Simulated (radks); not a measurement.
Polarisability of the scandium ion Sc+, [Ar] 3d1 4s1, at imaginary frequency. Calculated with a radial shooting solver on a logarithmic mesh with Libxc functionals: non-relativistic Kohn-Sham, exchange-only LDA, spin-polarised, spherical densities, point nucleus; open shells are filled with parallel spins first. Response by self-consistent Sternheimer equations with the Hartree and adiabatic exchange-only LDA kernel.

w (hartree)  alpha1(iw) (bohr^3)
0.00266                    56.81
0.0143                     56.28
0.0360                     53.48
0.0697                     46.16
0.118                      34.61
0.186                      22.88
0.280                      14.23
0.413                      8.846
0.605                      5.628
0.892                      3.616
1.35                       2.231
2.12                       1.223
3.59                      0.5483
6.94                      0.1853
17.5                     0.03981

Static values: alpha1 = 56.83 bohr^3 (8.421 angstrom^3; uncoupled 78.18). C6 = 382.8, triple-dipole C9 = 15440 atomic units. One-pole (London) frequency 4 C6 / (3 alpha1^2) = 0.158 hartree, against 0.355 for minus the highest occupied eigenvalue. The dipole shielding factor is 0.952, as the force sum rule N/Z = 0.952 demands.
